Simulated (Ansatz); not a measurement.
Basis sets compared for HfAg12. Total charge 0; singlet. Geometry r2SCAN-D4/def2-SVP. Ansatz on 2 threads of AMD EPYC 7R13 on a shared host and a share (18 GiB) of an NVIDIA H100 80GB HBM3; times are rough, and most runs start from earlier orbitals.

```csv
atom,x (Å),y (Å),z (Å)
Hf1,-0.165,0.078,0.130
Ag2,-1.923,-1.438,1.824
Ag3,-2.346,-1.256,-0.960
Ag4,0.699,-0.770,2.631
Ag5,-0.036,-2.792,0.407
Ag6,2.305,-1.385,0.257
Ag7,2.336,1.261,0.958
Ag8,-2.479,1.558,-0.710
Ag9,1.875,0.902,-1.719
Ag10,0.068,1.961,2.287
Ag11,0.324,-1.697,-2.076
Ag12,0.049,2.795,-0.410
Ag13,-0.707,0.782,-2.618
```

In the def2 sets Ag, Hf take a core potential; there is no spin–orbit coupling. Single mean-field runs in def2-SVP, def2-TZVP are fitted with def2-universal-jkfit. The restricted singlet is unstable towards broken spin symmetry in Hartree–Fock (as tested in another run); at PBE-D4/def2-SVP, PBE0-D4/def2-SVP, PBE0-D4/def2-TZVP this wasn't settled. No other spin state of charge 0 was run. Another isomer (singlet) lies 0.12 eV lower at PBE0-D4/def2-TZVP; other spin states weren't run for this one.

Binding counts from free atoms (Hf triplet, Ag doublet) in the same basis, without a counterpoise term.

```tsv
level	functions	energy (Eh)	HOMO (eV)	LUMO (eV)	binding per atom (eV)	wall time
PBE-D4/def2-SVP	404	-1812.2397	-4.62	-3.98	2.15	7 s
PBE0-D4/def2-SVP	404	-1811.9347	-5.00	-3.24	1.95	8 s
```

Q: Estimate the rows for PBE-D4/def2-TZVP (with forces), PBE0-D4/def2-TZVP.

A: 
```
                         level  functions  energy (Eh)  HOMO (eV)  LUMO (eV)  binding per atom (eV)  wall time
PBE-D4/def2-TZVP (with forces)        520   -1812.7251      -4.63      -3.99                   2.20      8.5 s
             PBE0-D4/def2-TZVP        520   -1812.3985      -5.00      -3.25                   2.01       11 s
```
